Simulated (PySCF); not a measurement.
C2H9BGe, SMILES C[B](C)[GeH3]. Geometry optimised at PBE0-D3(BJ)/def2-SVP.

Computed equilibrium geometry at PBE0-D3(BJ)/def2-SVP (PySCF confirms it by a frequency run) as a Z-matrix:
```
B
C 1 1.5637
H 2 1.1001 1 115.13
H 2 1.1017 3 110.15 1 -131.26
H 2 1.1103 3 105.48 4 -114.42
C 1 1.5639 2 121.32 3 -147.82
H 6 1.1000 1 115.87 2 -152.63
H 6 1.1018 7 110.11 1 -131.45
H 6 1.1105 7 105.75 8 -114.25
Ge 1 2.0814 2 120.03 3 33.28
H 10 1.5448 1 114.37 2 -20.43
H 10 1.5459 11 107.41 1 125.39
H 10 1.5481 11 106.66 12 113.14
```
Charge 0, spin multiplicity 1.
